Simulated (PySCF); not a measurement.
C₈H₁₄.
Atom-mapped SMILES: `[CH2:1]=[CH:2]/[CH:3]=[CH:4]/[C:5]([CH3:6])([CH3:7])[CH3:8]` (hydrogens: H9, H10 on C1; H11 on C2; H12 on C3; H13 on C4; H14, H15, H16 on C6; H17, H18, H19 on C7; H20, H21, H22 on C8)

Structure optimised with GFN2-xTB, isolated species.

Task: Give the optimised bond lengths and angles.

Result: 
```csv
bond,length (Å),order
C1=C2,1.329,double
C2–C3,1.446,single
C3=C4,1.332,double
C4–C5,1.503,single
"C5–C6, C5–C7, C5–C8",1.533,single
C1–H9,1.077,single
C1–H10,1.078,single
C2–H11,1.083,single
C3–H12,1.080,single
C4–H13,1.084,single
C6–H14 and 8 like bonds,1.088,single
```

Bonds in one row agree within 0.01 Å and their mean is given. Orders are formal, as drawn. A selection of angles:
```csv
angle,degrees
C1–C2–C3,123.9
C2–C3–C4,122.9
C3–C4–C5,127.9
C4–C5–C6,108.0
C4–C5–C8,112.9
C6–C5–C7,109.2
```

Torsions: C1–C2–C3–C4 180° (antiperiplanar); C2–C3–C4–C5 180° (antiperiplanar); C3–C4–C5–C6 121° (anticlinal).

Of the pairs four or more bonds apart, C8···H12 is among the closest relative to their van der Waals radii: 2.61 Å, 90 % of the sum of Bondi's values. The 7 C–C bonds span 1.329 Å (C1=C2, drawn double) to 1.535 Å (C5–C7, drawn single), a spread of 0.206 Å.

Point group: Cs (every atom within 0.08 Å of its image). No frequency check. The numbers are those of one conformer.

All values are computed, not measured.
